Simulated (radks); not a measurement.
Values are calculated unless marked as measured or tabulated.
Problem. All-electron atom: Eu XLV in [Ar] 3d1 (the NIST ground configuration). Code: a radial shooting solver on a logarithmic mesh with Libxc functionals. Model: scalar-relativistic Kohn-Sham, PBE, spin-polarised, spherical densities, point nucleus; open shells are filled with parallel spins first (spin-orbit coupling, left out, can overturn this in heavy ions). Some entries of the table are withheld. Estimate them.

orbital  occ.  eigenvalue (hartree)  r(max) (bohr)
1s up       1             -1875.929        0.01420
1s down     1             -1875.928        0.01420
2s up       1             -387.8035        0.08025
2s down     1             -387.6177        0.08023
2p up       3             -356.5844        0.06486
2p down     3             -356.4424        0.06484
3s up       1             -146.4588         0.2187
3s down     1             -146.2598         0.2188
3p up       3             -136.8745            (1)
3p down     3             -136.6665            (2)
3d up       1             -126.3013         0.1694
3d down     0             -126.0318         0.1695
4s up       0             -75.56874         0.4434
4s down     0             -75.49708         0.4437
4p up       0             -71.69863            (3)
4p down     0             -71.62534            (4)

Solution. 
(1) 3p up r(max) (bohr): 0.2122
(2) 3p down r(max) (bohr): 0.2124
(3) 4p up r(max) (bohr): 0.4461
(4) 4p down r(max) (bohr): 0.4464
